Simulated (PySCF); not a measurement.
**Electron correlation in Pb²⁺ (lead, charge +2)**

[Xe] 4f14 5d10 6s2, closed-shell 1S. Computed with PySCF 2.14 in def2-TZVPPD with the def2 core potential (60 electrons), with a scalar-relativistic core potential. Frozen: nothing; 20 electrons correlated.

```json
{"level": "CCSD", "correlation energy (mhartree)": "-372.19"}
{"level": "(T)", "correlation energy (mhartree)": "-7.06"}
{"level": "CCSD(T)", "correlation energy (mhartree)": "-379.25"}
```

Diagnostics: T1 = 0.0078, D1 = 0.0195, largest double amplitude 0.057.

Cost of the coupled-cluster step: of the order of 2.3 core-seconds, for 20 correlated electrons.

The basis has no tight functions for the innermost shells, so their pair energies are far from complete.

This basis was not built for core-valence correlation, so the inner-shell part is incomplete.
